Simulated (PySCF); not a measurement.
SMILES F[SiH2]C#C[Si](F)(F)F at its PBE0/def2-SVP optimised geometry (Å):

```
10

Si     2.4780    -0.0611     0.0152
F      3.0125     0.7163    -1.3001
C      0.6375    -0.0251    -0.0025
C     -0.5847    -0.0162     0.0000
Si    -2.3885    -0.0162     0.0000
F     -2.9462    -0.7626     1.2951
F     -2.9616     1.4723     0.0000
F     -2.9564    -0.7662    -1.2882
H      2.9299    -1.4723    -0.0446
H      2.9616     0.6491     1.2240
```

Method: PySCF with PBE0/def2-TZVP. Cells within 0.4 Å of a nucleus heavier than hydrogen are left out (blank, or x).

Map of the HOMO amplitude (bohr^(-3/2)) on the plane z = 0.0 Å; orbital energy -9.25 eV, overall sign arbitrary:

```
|4444444444444444444444444444444|
|4444444444444444444444444444444|
|4444444444444444444444444444444|
|4444444444444444444444444444444|
|4444444444444444444444444444444|
|4444444444444444444444444444444|
|4444444444445555555444444444444|
|4445554444455555555544444444444|
|4455554444555555555554444444444|
|4555555444555555555555444444444|
|455556xx44555555555555444444444|
|45555xxx44556666665555444444444|
|4455554445566777776555444444444|
|4455554455567888887655444444444|
|44445444x5567x989x7655544444444|
|4444444xxx455xx5xxx555xx4444444|
|44444455x4432x010x2344xx5555544|
|4444444444332001112345566655555|
|4444444444433222223445677655555|
|4444444444443333334445678665555|
|4444444444444444444455677655555|
|4444444444444444444455566655555|
|4444444444444444444455555555555|
|4444444444444444444455555555554|
|4444444444444444444455555555554|
|4444444444444444444445555555444|
|4444444444444444444444555554444|
|4444444444444444444444444444444|
|4444444444444444444444444444444|
|4444444444444444444444444444444|
|4444444444444444444444444444444|
```
Scale: ten equal steps from -0.187 (start of '0') to 0.190 (end of '9'), in the order '0123456789'; x runs from -5.00 to 5.00, y from -5.00 (bottom) to 5.00 (top).
